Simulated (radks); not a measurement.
Trend from Rb to Xe: ionisation energy by Delta-SCF between NIST ground configurations, and size. Calculated with a radial shooting solver on a logarithmic mesh with Libxc functionals: Dirac Kohn-Sham, PBE, spin-unpolarised, spherical densities, point nucleus; open shells fill j = l - 1/2 first.

| species | configuration | IE (eV) | NIST (eV) | kind | outermost | <r> outermost (bohr) | r at 0.001 e/bohr^3 (bohr) |
|---|---|---|---|---|---|---|---|
| Rb | [Kr] 5s1 | 4.153 | 4.177 | exp. | 5s1/2 | 5.25 | 4.51 |
| Sr | [Kr] 5s2 | 5.885 | 5.695 | exp. | 5s1/2 | 4.33 | 5.26 |
| Zr | [Kr] 4d2 5s2 | 7.123 | 6.634 | exp. | 5s1/2 | 3.73 | 5.08 |
| Nb | [Kr] 4d4 5s1 | 6.609 | 6.759 | exp. | 5s1/2 | 3.74 | 4.82 |
| Mo | [Kr] 4d5 5s1 | 6.868 | 7.092 | exp. | 5s1/2 | 3.60 | 4.71 |
| Tc | [Kr] 4d5 5s2 | 8.135 | 7.119 | exp. | 5s1/2 | 3.31 | 4.75 |
| Ru | [Kr] 4d7 5s1 | 7.281 | 7.361 | exp. | 5s1/2 | 3.39 | 4.50 |
| Rh | [Kr] 4d8 5s1 | 7.454 | 7.459 | exp. | 5s1/2 | 3.31 | 4.41 |
| Pd | [Kr] 4d10 | 8.928 | 8.337 | exp. | 4d5/2 | 1.61 | 4.08 |
| Ag | [Kr] 4d10 5s1 | 7.759 | 7.576 | exp. | 5s1/2 | 3.17 | 4.26 |
| Cd | [Kr] 4d10 5s2 | 9.274 | 8.994 | exp. | 5s1/2 | 2.90 | 4.38 |
| In | [Kr] 4d10 5s2 5p1 | 5.572 | 5.786 | exp. | 5p1/2 | 3.64 | 4.62 |
| Sn | [Kr] 4d10 5s2 5p2 | 7.095 | 7.344 | exp. | 5p1/2 | 3.17 | 4.69 |
| Sb | [Kr] 4d10 5s2 5p3 | 7.960 | 8.608 | exp. | 5p3/2 | 2.98 | 4.68 |
| Te | [Kr] 4d10 5s2 5p4 | 9.352 | 9.010 | exp. | 5p3/2 | 2.72 | 4.61 |
| I | [Kr] 4d10 5s2 5p5 | 10.731 | 10.451 | exp. | 5p3/2 | 2.52 | 4.52 |
| Xe | [Xe] | 12.110 | 12.130 | exp. | 5p3/2 | 2.35 | 4.41 |

Reference values: NIST Atomic Spectra Database (exp. = measured, semi-emp. = semi-empirical, theory = theoretical value adopted there). Spin polarisation and multiplet splitting are left out, so open shells lie too high by an amount that depends on their filling.

Beside tabulated values, note that spin-unpolarised runs miss the spin-polarisation part of the exchange energy of open shells.
